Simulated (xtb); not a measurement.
xtb input (GFN1-xTB):

```bash
xtb mol.xyz --gfn 1 --sp --chrg 1 --uhf 0
```
mol.xyz:
```
17

C      1.47801974    -0.23317056     1.29644757
Ge    -0.04109615    -0.13011614     0.08963987
C     -1.72140958     0.47365029     0.85562352
C     -0.15352738    -1.49717514    -1.28630599
N      0.48075093     1.52212463    -1.04862513
H      1.56178904     0.66802390     1.90313353
H      2.40633456    -0.39462944     0.74926909
H      1.32939643    -1.08019610     1.96772601
H     -2.45716789     0.68075605     0.07909051
H     -1.57804848     1.36118296     1.47123299
H     -2.11583787    -0.31952224     1.49238058
H     -0.91904174    -1.25389865    -2.02254370
H     -0.42683330    -2.44167908    -0.81368345
H      0.80521769    -1.63424281    -1.78556240
H     -0.22187845     1.72554988    -1.75864952
H      1.36703022     1.37995622    -1.53184523
H      0.58036330     2.35771583    -0.47323896
```

Output:

```
           -------------------------------------------------
          |                Calculation Setup                |
           -------------------------------------------------

           -------------------------------------------------
          |                 G F N 1 - x T B                 |
           -------------------------------------------------

        Reference                      10.1021/acs.jctc.7b00118
      * Hamiltonian:
        H0-scaling (s, p, d)           1.850000    2.250000    2.000000
        zeta-weighting                 0.000000
      * Dispersion:
        s8                             2.400000
        a1                             0.630000
        a2                             5.000000
        s9                             0.000000
      * Repulsion:
        kExp                           1.500000
        rExp                           1.000000
      * Coulomb:
        alpha                          2.000000
        third order                    atomic
        anisotropic                    false
      * Halogen bond correction:
        rad-scale                      1.300000
        damping                        0.440000

          ...................................................
          :                      SETUP                      :
          :.................................................:
          :  # basis functions                  50          :
          :  # atomic orbitals                  49          :
          :  # shells                           35          :
          :  # electrons                        32          :
          :  # halogen bonds                     0          :
          :  max. iterations                   250          :
          :  Hamiltonian                  GFN1-xTB          :
          :  restarted?                      false          :
          :  GBSA solvation                  false          :
          :  PC potential                    false          :
          :  electronic temp.          300.0000000     K    :
          :  accuracy                    1.0000000          :
          :  -> integral cutoff          0.2500000E+02      :
          :  -> integral neglect         0.1000000E-07      :
          :  -> SCF convergence          0.1000000E-05 Eh   :
          :  -> wf. convergence          0.2000000E-04 e    :
          :  Broyden damping             0.4000000          :
          :  net charge                          1          :
          :  unpaired electrons                  0          :
          ...................................................

 iter      E             dE          RMSdq      gap      omega  full diag
   1    -17.4426884 -0.174427E+02  0.670E+00    7.17       0.0  T
   2    -17.4755212 -0.328328E-01  0.399E+00    6.97       1.0  T
   3    -17.2936553  0.181866E+00  0.194E+00    6.82       1.0  T
   4    -17.4678702 -0.174215E+00  0.551E-01    6.86       1.0  T
   5    -17.4868521 -0.189819E-01  0.169E-01    6.88       1.0  T
   6    -17.4879682 -0.111606E-02  0.357E-02    6.89       1.0  T
   7    -17.4879785 -0.102947E-04  0.955E-03    6.89       2.5  T
   8    -17.4879806 -0.211898E-05  0.284E-03    6.89       8.5  T
   9    -17.4879808 -0.247107E-06  0.826E-04    6.89      29.3  T
  10    -17.4879808 -0.226942E-07  0.385E-05    6.89     630.5  T
  11    -17.4879808 -0.302087E-10  0.201E-05    6.89    1205.5  T

   *** convergence criteria satisfied after 11 iterations ***

         #    Occupation            Energy/Eh            Energy/eV
      -------------------------------------------------------------
         1        2.0000           -0.9823649             -26.7315
       ...           ...                  ...                  ...
        10        2.0000           -0.6862595             -18.6741
        11        2.0000           -0.6766324             -18.4121
        12        2.0000           -0.6766324             -18.4121
        13        2.0000           -0.6743216             -18.3492
        14        2.0000           -0.6618031             -18.0086
        15        2.0000           -0.6088536             -16.5678
        16        2.0000           -0.6088536             -16.5678 (HOMO)
        17                         -0.3556080              -9.6766 (LUMO)
        18                         -0.3446408              -9.3782
        19                         -0.3406030              -9.2683
        20                         -0.3406030              -9.2683
        21                         -0.3213324              -8.7439
       ...                                ...                  ...
        49                          0.4934955              13.4287
      -------------------------------------------------------------
                  HL-Gap            0.2532456 Eh            6.8912 eV
             Fermi-level           -0.4822308 Eh          -13.1222 eV

 SCC (total)                   0 d,  0 h,  0 min,  0.016 sec
 SCC setup                      ...        0 min,  0.000 sec (  0.538%)
 Dispersion                     ...        0 min,  0.000 sec (  0.310%)
 classical contributions        ...        0 min,  0.000 sec (  0.118%)
 integral evaluation            ...        0 min,  0.003 sec ( 20.831%)
 iterations                     ...        0 min,  0.004 sec ( 24.934%)
 molecular gradient             ...        0 min,  0.008 sec ( 52.151%)
 printout                       ...        0 min,  0.000 sec (  1.040%)

         :::::::::::::::::::::::::::::::::::::::::::::::::::::
         ::                     SUMMARY                     ::
         :::::::::::::::::::::::::::::::::::::::::::::::::::::
         :: total energy             -17.265506045433 Eh    ::
         :: gradient norm              0.020159529711 Eh/a0 ::
         :: HOMO-LUMO gap              6.891164588657 eV    ::
         ::.................................................::
         :: SCC energy               -17.487980848129 Eh    ::
         :: -> electrostatic           0.104684345015 Eh    ::
         :: repulsion energy           0.228608544811 Eh    ::
         :: dispersion energy         -0.006133742115 Eh    ::
         :: halogen bond corr.         0.000000000000 Eh    ::
         :: add. restraining           0.000000000000 Eh    ::
         :: total charge               1.000000000000 e     ::
         :::::::::::::::::::::::::::::::::::::::::::::::::::::

           -------------------------------------------------
          |                Property Printout                |
           -------------------------------------------------

    * Orbital Energies and Occupations

         #    Occupation            Energy/Eh            Energy/eV
      -------------------------------------------------------------
         1        2.0000           -0.9823649             -26.7315
       ...           ...                  ...                  ...
         4        2.0000           -0.7819255             -21.2773
         5        2.0000           -0.7676249             -20.8881
         6        2.0000           -0.7676249             -20.8881
         7        2.0000           -0.7541151             -20.5205
         8        2.0000           -0.6905493             -18.7908
         9        2.0000           -0.6862595             -18.6741
        10        2.0000           -0.6862595             -18.6741
        11        2.0000           -0.6766324             -18.4121
        12        2.0000           -0.6766324             -18.4121
        13        2.0000           -0.6743216             -18.3492
        14        2.0000           -0.6618031             -18.0086
        15        2.0000           -0.6088536             -16.5678
        16        2.0000           -0.6088536             -16.5678 (HOMO)
        17                         -0.3556080              -9.6766 (LUMO)
        18                         -0.3446408              -9.3782
        19                         -0.3406030              -9.2683
        20                         -0.3406030              -9.2683
        21                         -0.3213324              -8.7439
        22                         -0.3051710              -8.3041
        23                         -0.3051710              -8.3041
        24                         -0.2868250              -7.8049
        25                         -0.2868250              -7.8049
        26                         -0.2464292              -6.7057
        27                         -0.2219953              -6.0408
       ...                                ...                  ...
        49                          0.4934955              13.4287
      -------------------------------------------------------------
                  HL-Gap            0.2532456 Eh            6.8912 eV
             Fermi-level           -0.4822308 Eh          -13.1222 eV

  Mulliken/CM5 charges         n(s)   n(p)   n(d)
     1C    -0.15975 -0.29178   1.050  3.110  0.000
     2Ge    0.40064  0.34451   1.467  1.695  0.437
     3C    -0.15975 -0.29178   1.050  3.110  0.000
     4C    -0.15975 -0.29178   1.050  3.110  0.000
     5N    -0.40725 -0.98710   1.505  3.902  0.000
     6H     0.07778  0.13128   0.922  0.000  0.000
     7H     0.07777  0.13127   0.922  0.000  0.000
     8H     0.08925  0.14248   0.911  0.000  0.000
     9H     0.07778  0.13128   0.922  0.000  0.000
    10H     0.07777  0.13127   0.922  0.000  0.000
    11H     0.08925  0.14248   0.911  0.000  0.000
    12H     0.07777  0.13127   0.922  0.000  0.000
    13H     0.08925  0.14248   0.911  0.000  0.000
    14H     0.07778  0.13128   0.922  0.000  0.000
    15H     0.25049  0.43428   0.750  0.000  0.000
    16H     0.25049  0.43428   0.750  0.000  0.000
    17H     0.25049  0.43428   0.750  0.000  0.000

Wiberg/Mayer (AO) data.
largest (>0.10) Wiberg bond orders for each atom

 ---------------------------------------------------------------------------
     #   Z sym  total        # sym  WBO       # sym  WBO       # sym  WBO
 ---------------------------------------------------------------------------
     1   6 C    3.989 --     2 Ge   1.011     7 H    0.940     6 H    0.940
                             8 H    0.932
     2  32 Ge   3.940 --     3 C    1.011     4 C    1.011     1 C    1.011
                             5 N    0.481
     3   6 C    3.989 --     2 Ge   1.011    10 H    0.940     9 H    0.940
                            11 H    0.932
     4   6 C    3.989 --     2 Ge   1.011    12 H    0.940    14 H    0.940
                            13 H    0.932
     5   7 N    3.342 --    15 H    0.927    17 H    0.927    16 H    0.927
                             2 Ge   0.481
     6   1 H    0.993 --     1 C    0.940
     7   1 H    0.993 --     1 C    0.940
     8   1 H    0.991 --     1 C    0.932
     9   1 H    0.993 --     3 C    0.940
    10   1 H    0.993 --     3 C    0.940
    11   1 H    0.991 --     3 C    0.932
    12   1 H    0.993 --     4 C    0.940
    13   1 H    0.991 --     4 C    0.932
    14   1 H    0.993 --     4 C    0.940
    15   1 H    0.940 --     5 N    0.927
    16   1 H    0.940 --     5 N    0.927
    17   1 H    0.940 --     5 N    0.927
 ---------------------------------------------------------------------------

Topologies differ in total number of bonds
Writing topology from bond orders to xtbtopo.mol

 dipole moment from electron density (au)
     X       Y       Z
   0.4995   1.5814  -1.0895  total (Debye):    5.043

           -------------------------------------------------
          | TOTAL ENERGY              -17.265506045433 Eh   |
          | GRADIENT NORM               0.020159529711 Eh/α |
          | HOMO-LUMO GAP               6.891164588657 eV   |
           -------------------------------------------------

------------------------------------------------------------------------
Note: The following floating-point exceptions are signalling: IEEE_DENORMAL
normal termination of xtb
------------------------------------------------------------------------
 total:
 SCF:
```

It need not be the lowest isomer of its formula.
